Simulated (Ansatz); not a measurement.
`O=CB[SiH3]` + `CC[SiH2][TeH]` → `O=CB[TeH]` + `CC[SiH2][SiH3]`  (redistribution)

Calculated with Ansatz (gas phase, PBE0-D4/def2-TZVP geometries, no zero-point term in ΔE). CCSD(T)/CBS is the MP2 limit (def2-TZVPP, def2-QZVPP) plus CCSD(T) − MP2 in def2-TZVPP, frozen cores. Functionals use def2-TZVPP. Elements past krypton have def2 core potentials. For Te outer-core shells are correlated without core-valence functions, which leaves a few kJ/mol of doubt a bond. One conformer a species, not always the lowest.

`O=CB[SiH3]`:

Cartesian coordinates in Å:
```
O -0.649 -1.849 -0.907
C -1.257 -1.179 -0.084
B -0.641 0.181 -0.435
Si 1.103 0.777 0.366
H -1.993 -1.625 0.605
H -1.181 0.801 -1.303
H 0.815 1.983 1.197
H 1.717 -0.257 1.242
H 2.085 1.168 -0.681
```

`CC[SiH2][TeH]`:

Cartesian coordinates in Å:
```
C 1.336 -0.616 -0.648
C 0.500 -0.433 0.613
Si -1.303 -0.034 0.290
Te -1.612 2.074 -1.020
H 1.329 0.289 -1.260
H 2.376 -0.849 -0.406
H 0.952 -1.432 -1.266
H 0.516 -1.343 1.226
H 0.915 0.363 1.240
H -1.931 -1.073 -0.570
H -2.053 0.061 1.570
H -1.026 2.993 0.230
```

`O=CB[TeH]`:

Cartesian coordinates in Å:
```
O 1.591 -0.063 -1.058
C 0.768 0.587 -0.455
B -0.737 0.156 -0.300
Te -1.315 -1.298 1.096
H 1.075 1.556 0.014
H -1.603 0.664 -0.943
H 0.221 -1.601 1.646
```

`CC[SiH2][SiH3]`:

```xyz
14

C    -1.546    0.660    0.834
C    -0.198    1.276    0.473
Si    1.187    0.014    0.290
Si    0.720   -1.553   -1.387
H    -1.490    0.099    1.770
H    -1.890   -0.033    0.062
H    -2.316    1.426    0.954
H    -0.271    1.839   -0.463
H     0.110    1.998    1.237
H     1.382   -0.714    1.578
H     2.470    0.698   -0.041
H     0.499   -0.867   -2.691
H    -0.507   -2.334   -1.067
H     1.850   -2.509   -1.548
```

```
             level  ΔE (kJ/mol)  difference from CCSD(T)/CBS
         r2SCAN-D4        -25.4                          3.4
           PBE0-D4        -29.5                         -0.7
           ωB97M-V        -23.4                          5.4
            B2PLYP        -28.5                          0.3
            r2SCAN        -25.4                          3.4
              PBE0        -29.6                         -0.8
SCS-MP2/def2-TZVPP        -30.4                         -1.6
     HF/def2-QZVPP        -31.6                         -2.8
      HF/CBS(def2)        -31.5                         -2.7
     MP2/CBS(def2)        -24.6                          4.2
       CCSD(T)/CBS        -28.8                            0
```

Largest T1 diagnostic among the species: 0.021, so the coupled-cluster value is less sure than usual.
